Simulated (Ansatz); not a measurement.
Total energies of C2H8F2N2Si (`CN[Si](F)(F)NC`).

Z-matrix (Å, degrees):
```
C
N 1 1.450
H 1 1.096 2 112.7
H 1 1.094 2 111.0 3 -121.6
H 1 1.090 2 109.5 3 119.9
Si 2 1.684 1 126.7 3 -99.9
H 2 1.007 1 114.1 3 63.2
F 6 1.594 2 105.6 1 -27.8
F 6 1.594 2 116.6 1 85.7
N 6 1.684 2 109.7 1 -154.3
C 10 1.450 6 126.7 2 -154.2
H 10 1.007 6 117.2 2 43.1
H 11 1.096 10 112.7 6 -99.9
H 11 1.094 10 111.0 6 138.4
H 11 1.090 10 109.5 6 20.0
```

The species carries charge 0 and has multiplicity 1. All single points use the PBE0-D4/def2-TZVP geometry. It is one conformer, not always the lowest. Basis def2-TZVPP, Ansatz.

RPA on PBE orbitals: Hartree–Fock energy of these orbitals -677.41639 Eh, correlation -2.18183 Eh (frozen core).

| functional | energy without D4 (Eh) | D4 term (kJ/mol) |
| --- | --- | --- |
| LDA (SPW92) | -676.01620 | – |
| PBE | -679.50102 | -32.3 |
| BLYP | -679.98653 | -71.2 |
| r2SCAN | -679.87612 | -8.4 |
| B97M-V | -679.93004 | – |
| B3LYP | -680.11950 | -51.6 |
| r2SCANh | -679.85623 | -8.8 |
| r2SCAN0 | -679.82792 | -9.7 |
| HSE06 (plane-wave form) | -679.52897 | -25.3 |
| BHLYP | -679.91326 | -37.6 |
| CAM-B3LYP | -679.96938 | -27.5 |
| LC-ωPBE | -679.78335 | – |
| ωB97M-V | -679.94320 | – |
| PBE-QIDH | -679.42943 | – |

**Question.** Give the same for revPBE, PBE0, ωB97X-V, B2PLYP. (Estimate.)

**Answer.** Ansatz gave: 
```
functional  energy without D4 (Eh)  D4 term (kJ/mol)
    revPBE              -679.88582            -103.1
      PBE0              -679.55407             -27.3
   ωB97X-V              -679.92413                 –
    B2PLYP              -679.71128                 –
```

B3LYP takes the VWN-RPA correlation (the form of Gaussian; ORCA's B3LYP/G). HSE06 is the plane-wave form, built on full-range PBE exchange. The double hybrids freeze the cores in their second-order part.

LC-ωPBE has ω = 0.4 bohr⁻¹.
